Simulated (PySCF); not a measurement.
C2H5OS, SMILES CS(=O)[CH2], multiplicity 2.

Coordinates come from a PBE-D3(BJ)/def2-SVP optimisation. The isomer is the one that the SMILES or the coordinates give; other isomers of the formula were not compared.

Method: PBE-D3(BJ)/def2-SVP in PySCF 2.14.0.

Frequencies are harmonic and unscaled.

```json
[
 {"mode": "1", "ν (cm⁻¹)": "190", "IR (km/mol)": "3.7", "moving atoms (share of kinetic energy)": "H 86 %"},
 {"mode": "2", "ν (cm⁻¹)": "202", "IR (km/mol)": "0.5", "moving atoms (share of kinetic energy)": "H 96 %"},
 {"mode": "3", "ν (cm⁻¹)": "263", "IR (km/mol)": "4.6", "moving atoms (share of kinetic energy)": "C 38 %, H 33 %, S 18 %, O 11 %"},
 {"mode": "4", "ν (cm⁻¹)": "301", "IR (km/mol)": "11.3", "moving atoms (share of kinetic energy)": "O 37 %, C 24 %, H 21 %, S 18 %"},
 {"mode": "5", "ν (cm⁻¹)": "350", "IR (km/mol)": "4.9", "moving atoms (share of kinetic energy)": "H 38 %, O 29 %, S 19 %, C 14 %"},
 {"mode": "6", "ν (cm⁻¹)": "530", "IR (km/mol)": "61.1", "moving atoms (share of kinetic energy)": "H 59 %, C 34 %"},
 {"mode": "7", "ν (cm⁻¹)": "596", "IR (km/mol)": "33.6", "moving atoms (share of kinetic energy)": "C 50 %, S 25 %, H 24 %"},
 {"mode": "8", "ν (cm⁻¹)": "696", "IR (km/mol)": "1.6", "moving atoms (share of kinetic energy)": "C 58 %, S 20 %, H 20 %"},
 {"mode": "9", "ν (cm⁻¹)": "827", "IR (km/mol)": "0.3", "moving atoms (share of kinetic energy)": "H 71 %, C 18 %, S 9 %"},
 {"mode": "10", "ν (cm⁻¹)": "889", "IR (km/mol)": "8.5", "moving atoms (share of kinetic energy)": "H 69 %, C 19 %"},
 {"mode": "11", "ν (cm⁻¹)": "913", "IR (km/mol)": "2.8", "moving atoms (share of kinetic energy)": "H 75 %, C 21 %"},
 {"mode": "12", "ν (cm⁻¹)": "1112", "IR (km/mol)": "92.1", "moving atoms (share of kinetic energy)": "O 59 %, S 37 %"},
 {"mode": "13", "ν (cm⁻¹)": "1225", "IR (km/mol)": "4.8", "moving atoms (share of kinetic energy)": "H 84 %, C 15 %"},
 {"mode": "14", "ν (cm⁻¹)": "1295", "IR (km/mol)": "4.9", "moving atoms (share of kinetic energy)": "H 87 %, C 12 %"},
 {"mode": "15", "ν (cm⁻¹)": "1366", "IR (km/mol)": "8.1", "moving atoms (share of kinetic energy)": "H 96 %"},
 {"mode": "16", "ν (cm⁻¹)": "1382", "IR (km/mol)": "7.6", "moving atoms (share of kinetic energy)": "H 95 %"},
 {"mode": "17", "ν (cm⁻¹)": "2985", "IR (km/mol)": "3.4", "moving atoms (share of kinetic energy)": "H 98 %"},
 {"mode": "18", "ν (cm⁻¹)": "3064", "IR (km/mol)": "1.6", "moving atoms (share of kinetic energy)": "H 96 %"},
 {"mode": "19", "ν (cm⁻¹)": "3117", "IR (km/mol)": "0.4", "moving atoms (share of kinetic energy)": "H 90 %, C 10 %"},
 {"mode": "20", "ν (cm⁻¹)": "3125", "IR (km/mol)": "0.3", "moving atoms (share of kinetic energy)": "H 90 %, C 10 %"},
 {"mode": "21", "ν (cm⁻¹)": "3204", "IR (km/mol)": "0.8", "moving atoms (share of kinetic energy)": "H 89 %, C 11 %"}
]
```
